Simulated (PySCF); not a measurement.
[SeF3]-, singlet: data card

All numbers come from PBE0 in PySCF with Se def2-TZVPD, F def2-TZVPD; no relativity; density-fitted integrals.

The structure is a minimum.

Coordinates in bohr (charge -1 multiplicity 1):
```
Se    0.5333    0.0000    0.0000
F    -2.8137    0.0000    0.0000
F     0.2851   -3.6119    0.0000
F     0.2851    3.6119    0.0000
```

```json
{
  "Point group": "C2v",
  "Bond lengths": "Se–F 1.771 Å, Se–F 1.916 Å (×2)",
  "Bond angles": "F–Se–F 86.1° (×2), F–Se–F 172.1°",
  "Enthalpy at 298.15 K above 0 K": "15.65 kJ/mol",
  "Rotational constants": "0.3416, 0.1214, 0.08959 cm⁻¹",
  "Principal quadrupole moments (Buckingham, traceless) about the centre of mass": "-14.49, 6.99, 7.50 D Å",
  "Principal polarisabilities": "40.4, 40.8, 53.2 bohr³",
  "Highest occupied level": "-0.99 eV",
  "Dipole moment about the centre of mass": "1.01 D",
  "Lowest empty level": "3.49 eV",
  "Rotational symmetry number": "2",
  "Entropy at 298.15 K and 1 bar": "302.8 J/(mol K)",
  "Heat capacity Cp at 298.15 K": "71.0 J/(mol K)",
  "Zero-point energy": "13.5 kJ/mol"
}
```

Harmonic modes (masses in u: Se 79.917, F 18.998):
```
symmetry  ω (cm⁻¹)  IR (km/mol)  μ (u)     type
      a1       199          9.8  22.67     bend
      b1       220         11.9  24.33     bend
      b2       307          0.1  19.63     bend
      b2       436          420  25.65  stretch
      a1       452          1.2  19.00  stretch
      a1       634         87.5  22.49  stretch
```

In C2v the vibrations span 3a1 + b1 + 2b2. Here b1 is antisymmetric to the molecular plane and b2 lies in it.

Charges (e); Mulliken and Löwdin values are unreliable with diffuse functions:
```tsv
atom	Mulliken	Löwdin	polar tensor	Mayer order to Se1
Se1	0.41	0.95	1.33	–
F2	-0.33	-0.54	-0.60	0.80
F3,4	-0.54	-0.70	-0.86	0.49
```

Mulliken populations on Se1: s 8.01, p 15.26, d 10.26, f 0.06.

Counting electrons, selenium keeps 4 of its valence electrons outside its bonds, so the VSEPR class is AX3E2 and the expected shape is T-shaped (C2v), as computed.

This need not be the most stable arrangement of these atoms. The lowest empty level of this anion is unbound, so it and the gap depend on the basis.

The final relaxation and frequency run took 77 s on 4 threads of a shared Arm Neoverse N1 host, with 177 basis functions and 12 gradients; the process peaked at 1.7 GiB.
